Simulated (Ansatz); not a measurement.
H4AlNSi, SMILES `N[Si][AlH2]` (excited triplet) (charge 0, multiplicity 3). This triplet is an excited state, 0.79 eV above the relaxed singlet at the level frozen-core CCSD(T)/cc-pVTZ // PBE0-D3(BJ)/def2-TZVP (Ansatz, a quantum-chemistry and plane-wave program).

All values below come from PBE0/cc-pVTZ // PBE0-D3(BJ)/def2-TZVP run with Ansatz.

Ansatz 0.2 input:
```yaml
crystal:
  periodic: [false, false, false]
  atoms:
    - { symbol: N, position_ang: [-1.762121, -0.39367, 0.151297] }
    - { symbol: Si, position_ang: [-0.194275, -1.00886, -0.143398] }
    - { symbol: Al, position_ang: [1.767865, 0.332806, -0.155759] }
    - { symbol: H, position_ang: [-1.961404, 0.581444, 0.309508] }
    - { symbol: H, position_ang: [-2.586714, -0.969526, 0.17978] }
    - { symbol: H, position_ang: [3.118036, -0.433981, -0.455875] }
    - { symbol: H, position_ang: [1.618612, 1.891786, 0.114447] }
basis:
  gaussian: { orbitals: cc-pVTZ }
hamiltonian:
  xc: pbe0
magnetization:
  spin_polarized: true
  initial_magnetization: 2
```

Output:

```
Functional definition: PBE0
987 factors; their error is unknown
mean field evaluation 1: about -16014.7345 eV, gradient 4.0e1 eV
mean field evaluation 2: about -15995.0385 eV, gradient 6.9e1 eV
mean field evaluation 4: about -16020.7799 eV, gradient 2.6e0 eV
mean field evaluation 8: about -16020.8429 eV, gradient 5.9e-2 eV
mean field evaluation 16: about -16020.8935 eV, gradient 8.1e-5 eV
mean field -16020.89348246 eV, -588.7569761287 hartree, gradient 8.1e-5 eV, S^2 2.007010; 0 other end points of the search recorded, 0 dependent functions left out
reference -16020.89351741 eV, -588.7569774133 hartree; 20, 18 occupied and 134, 136 virtual orbitals, 987 factors
Total energy: -16020.89351741 eV, -588.7569774133 hartree
```
